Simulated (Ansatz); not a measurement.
CH₇FO₃Si₂, SMILES `CO[SiH2]O[SiH](O)F`, relaxed with RKS PBE0-D4/def2-TZVP in Ansatz 0.2.0 from a GFN2-xTB geometry. The force threshold is 0.005 eV/Å; the program also tests the step.

Total charge 0; spin multiplicity 1.

Start:

```xyz
14

C     1.450    0.551   -2.329
O     0.593    0.310   -1.255
Si    0.807   -0.698   -0.011
O    -0.556   -0.584    0.849
Si   -1.621    0.357    1.601
O    -2.800   -0.524    2.246
F    -0.798    1.070    2.786
H     2.445    0.839   -1.981
H     1.028    1.361   -2.924
H     1.547   -0.342   -2.951
H     0.842   -2.102   -0.414
H     1.949   -0.300    0.808
H    -2.254    1.356    0.786
H    -2.629   -1.292    2.786
```

```
step  energy (eV)  largest force (eV/Å)  largest move (Å)
   1  -25759.1250                 0.935             0.000
   2  -25759.1915                 0.561             0.062
   3  -25759.2042                 0.201             0.039
   4  -25759.2069                 0.050             0.021
   5  -25759.2093                 0.103             0.037
   6  -25759.2106                 0.083             0.040
   7  -25759.2111                 0.033             0.030
   8  -25759.2115                 0.094             0.061
   9  -25759.2123                 0.095             0.038
  10  -25759.2132                 0.107             0.072
  11  -25759.2137                 0.128             0.055
  13  -25759.2152                 0.146             0.074
  15  -25759.2160                 0.145             0.031
  17  -25759.2171                 0.125             0.052
  19  -25759.2178                 0.012             0.034
  21  -25759.2180                 0.053             0.089
  23  -25759.2182                 0.006             0.010
  25  -25759.2183                 0.024             0.034
  27  -25759.2184                 0.022             0.027
  29  -25759.2185                 0.016             0.008
  31  -25759.2185                 0.009             0.007
  32  -25759.2185                 0.004             0.006
```

End:

```xyz
14

C     1.542    0.698   -2.111
O     0.484    0.231   -1.307
Si    0.613   -0.934   -0.171
O    -0.669   -0.780    0.825
Si   -1.698    0.297    1.464
O    -2.566   -0.386    2.651
F    -0.829    1.502    2.036
H     2.456    0.852   -1.527
H     1.245    1.653   -2.546
H     1.759   -0.002   -2.925
H     0.550   -2.291   -0.765
H     1.881   -0.757    0.583
H    -2.645    0.832    0.480
H    -2.123   -0.916    3.314
```

It took 38 s on 2 threads of an AMD EPYC 7R13 on a shared host and a share of an NVIDIA H100 80 GB, with 0.9 GiB of host memory at the peak.
